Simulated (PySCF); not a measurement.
FeH3O3, SMILES [OH][Fe]([OH])[OH] (connectivity only; charge and spin as stated), neutral, multiplicity 6. Atoms are numbered in the order given.

```xyz
7

Fe     0.0000     0.0000     0.0000
O     -1.7964    -0.1095     0.0000
H     -2.3623     0.6777     0.0000
O      0.8034     1.6105     0.0000
H      1.7680     1.7070     0.0000
O      0.9930    -1.5010     0.0000
H      0.5943    -2.3846     0.0000
```
Charge 0, spin multiplicity 6.

Geometry: TPSSh-D3(BJ)/def2-SVP. The multiplicity is an assumed one; other spin states were not compared. The values are those of a single conformer.

All values below come from PySCF with TDA-ωB97X/def2-SVPD.

Vertical excitations; the highest root listed may be one member of a degenerate set. Gas-phase values at a fixed geometry.

Computed excitation energies, oscillator strengths and character:
```json
[
 {"state": "root 1", "energy (eV)": "3.25", "λ (nm)": "382", "f": "0.000", "main pairs": "β HOMO−1→LUMO 56 %, β HOMO−2→LUMO 40 %"},
 {"state": "root 2", "energy (eV)": "3.25", "λ (nm)": "382", "f": "0.000", "main pairs": "β HOMO−2→LUMO 56 %, β HOMO−1→LUMO 40 %"},
 {"state": "root 3", "energy (eV)": "3.46", "λ (nm)": "358", "f": "0.012", "main pairs": "β HOMO→LUMO 97 %"},
 {"state": "root 4", "energy (eV)": "3.74", "λ (nm)": "332", "f": "0.000", "main pairs": "β HOMO−3→LUMO 78 %"},
 {"state": "root 5", "energy (eV)": "3.79", "λ (nm)": "327", "f": "0.017", "main pairs": "β HOMO−4→LUMO, β HOMO−5→LUMO, β HOMO→LUMO+1, β HOMO−1→LUMO+2 (degenerate set)"},
 {"state": "root 6", "energy (eV)": "3.79", "λ (nm)": "327", "f": "0.017", "main pairs": "β HOMO−5→LUMO, β HOMO−4→LUMO, β HOMO→LUMO+2, β HOMO−2→LUMO+2 (degenerate set)"},
 {"state": "root 7", "energy (eV)": "4.04", "λ (nm)": "307", "f": "0.000", "main pairs": "β HOMO−3→LUMO+1, β HOMO−5→LUMO+1, β HOMO−4→LUMO+2 (degenerate set)"},
 {"state": "root 8", "energy (eV)": "4.04", "λ (nm)": "307", "f": "0.000", "main pairs": "β HOMO−3→LUMO+2, β HOMO−4→LUMO+1, β HOMO−5→LUMO+2 (degenerate set)"},
 {"state": "root 9", "energy (eV)": "4.10", "λ (nm)": "302", "f": "0.002", "main pairs": "β HOMO−4→LUMO+2 27 %, β HOMO−5→LUMO+1 27 %, β HOMO−5→LUMO+2 22 %, β HOMO−4→LUMO+1 21 %"},
 {"state": "root 10", "energy (eV)": "4.15", "λ (nm)": "299", "f": "0.000", "main pairs": "β HOMO−1→LUMO+1 41 %, β HOMO−2→LUMO+2 41 %, β HOMO−1→LUMO+2 9 %, β HOMO−2→LUMO+1 9 %"}
]
```
Unrestricted roots are not spin-pure.
